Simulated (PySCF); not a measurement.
H7OSi2, charge +1, singlet, at a GFN2-xTB geometry; M06L/6-31G* run with PySCF.

Input for PySCF:
```python
from pyscf import gto, scf, dft

mol = gto.Mole()
mol.atom = '''
    Si    1.57259310   -0.32787865    0.43128443
    O     0.04546575   -0.19736209   -0.52085237
    Si   -1.59645535    0.44638018   -0.13762810
    H     2.51490900   -0.40711010   -0.67455778
    H     1.51112540    0.92190961    1.16707567
    H     1.34061387   -1.54617037    1.19083611
    H     0.08210873   -0.66697740   -1.36331658
    H    -2.19054693   -0.67297857    0.57578869
    H    -2.06000854    0.68633742   -1.49582128
    H    -1.22785623    1.60486461    0.65562572
'''
mol.basis = '6-31g*'
mol.charge = 1
mol.verbose = 4
mol.build()

mf = dft.RKS(mol)
mf.xc = 'm06l'
mf.grids.radi_method = dft.radi.gauss_chebyshev
mf.kernel()
```

### Question
Predict the main parts of the log of this PySCF run.

### Answer

```
PySCF version 2.14.0

[INPUT] verbose = 4
[INPUT] num. atoms = 10
[INPUT] num. electrons = 42
[INPUT] charge = 1
[INPUT] spin (= nelec alpha-beta = 2S) = 0
[INPUT] symmetry False subgroup None
[INPUT] Mole.unit = angstrom
[INPUT] Symbol           X                Y                Z      unit          X                Y                Z       unit  Magmom
[INPUT]  1 Si     1.572593100000  -0.327878650000   0.431284430000 AA    2.971770264381  -0.619600850592   0.815009454489 Bohr   0.0
[INPUT]  2 O      0.045465750000  -0.197362090000  -0.520852370000 AA    0.085917815548  -0.372960297472  -0.984268330631 Bohr   0.0
[INPUT]  3 Si    -1.596455350000   0.446380180000  -0.137628100000 AA   -3.016863381597   0.843536287634  -0.260079416044 Bohr   0.0
[INPUT]  4 H      2.514909000000  -0.407110100000  -0.674557780000 AA    4.752489238204  -0.769326591544  -1.274729459395 Bohr   0.0
[INPUT]  5 H      1.511125400000   0.921909610000   1.167075670000 AA    2.855613145874   1.742156674505   2.205453382943 Bohr   0.0
[INPUT]  6 H      1.340613870000  -1.546170370000   1.190836110000 AA    2.533393053093  -2.921838541217   2.250354107142 Bohr   0.0
[INPUT]  7 H      0.082108730000  -0.666977400000  -1.363316580000 AA    0.155163012136  -1.260404617274  -2.576294957279 Bohr   0.0
[INPUT]  8 H     -2.190546930000  -0.672978570000   0.575788690000 AA   -4.139533760707  -1.271745185001   1.088082929722 Bohr   0.0
[INPUT]  9 H     -2.060008540000   0.686337420000  -1.495821280000 AA   -3.892851954865   1.296989752841  -2.826692550496 Bohr   0.0
[INPUT] 10 H     -1.227856230000   1.604864610000   0.655625720000 AA   -2.320311995041   3.032754579907   1.238953051021 Bohr   0.0

nuclear repulsion = 163.679434689177
number of shells = 36
number of NR pGTOs = 157
number of NR cGTOs = 64
basis = 6-31g*
ecp = {}

******** <class 'pyscf.dft.rks.RKS'> ********
method = RKS
initial guess = minao
damping factor = 0
level_shift factor = 0
DIIS = <class 'pyscf.scf.diis.CDIIS'>
diis_start_cycle = 1
diis_space = 8
diis_damp = 0
SCF conv_tol = 1e-09
SCF conv_tol_grad = None
SCF max_cycles = 50
direct_scf = True
direct_scf_tol = 1e-13
XC library pyscf.dft.libxc version 7.1.2
    S. Lehtola, C. Steigemann, M. J. T. Oliveira, and M. A. L. Marques,  SoftwareX 7, 1–5 (2018)
XC functionals = m06l
    Y. Zhao and D. G. Truhlar,  J. Chem. Phys. 125, 194101 (2006)
    Y. Zhao and D. G. Truhlar,  J. Chem. Phys. 125, 194101 (2006)
    Y. Zhao and D. G. Truhlar,  Theor. Chem. Acc. 120, 215 (2008)
radial grids: Gauss-Chebyshev [JCP 108, 3226 (1998); DOI:10.1063/1.475719) radial grids
becke partition: Becke, JCP 88, 2547 (1988); DOI:10.1063/1.454033
pruning grids: <function nwchem_prune>
grids dens level: 3
symmetrized grids: False
atomic radii adjust function: <function treutler_atomic_radii_adjust>
small_rho_cutoff = 0
Set gradient conv threshold to 3.16228e-05
Initial guess from minao.
tot grids = 118448
init E= -658.247357569526
  HOMO = -0.362818322643502  LUMO = -0.0901723298638268  gap/eV = 7.41908
cycle= 1 E= -658.063633813976  delta_E= 0.184  |g|= 0.576  |ddm|= 2.53
  HOMO = -0.437283809160378  LUMO = -0.235913580970442  gap/eV = 5.47956
cycle= 2 E= -657.974595296435  delta_E= 0.089  |g|= 0.89  |ddm|= 0.893
  HOMO = -0.509867113590641  LUMO = -0.244640396389714  gap/eV = 7.21719
cycle= 3 E= -658.123325266725  delta_E= -0.149  |g|= 0.0901  |ddm|= 0.615
  HOMO = -0.5004315305151  LUMO = -0.235546598542206  gap/eV = 7.20789
cycle= 4 E= -658.125368778109  delta_E= -0.00204  |g|= 0.0172  |ddm|= 0.112
  HOMO = -0.500692930353315  LUMO = -0.236002778737993  gap/eV = 7.20259
cycle= 5 E= -658.125445194567  delta_E= -7.64e-05  |g|= 0.00266  |ddm|= 0.0212
  HOMO = -0.500689553179489  LUMO = -0.23594452313794  gap/eV = 7.20408
cycle= 6 E= -658.1254475345  delta_E= -2.34e-06  |g|= 0.000424  |ddm|= 0.00343
  HOMO = -0.500748765617047  LUMO = -0.235992624517683  gap/eV = 7.20438
cycle= 7 E= -658.125447582703  delta_E= -4.82e-08  |g|= 0.000106  |ddm|= 0.000611
  HOMO = -0.500749205283639  LUMO = -0.235995293128415  gap/eV = 7.20432
cycle= 8 E= -658.125447587154  delta_E= -4.45e-09  |g|= 1e-05  |ddm|= 0.000165
  HOMO = -0.500750162602707  LUMO = -0.235995648573179  gap/eV = 7.20434
cycle= 9 E= -658.125447587187  delta_E= -3.31e-11  |g|= 1.63e-06  |ddm|= 1.47e-05
  HOMO = -0.500750246505909  LUMO = -0.235995629156752  gap/eV = 7.20434
Extra cycle  E= -658.125447587187  delta_E= 3.41e-13  |g|= 8.89e-07  |ddm|= 3.06e-06
converged SCF energy = -658.125447587187
```
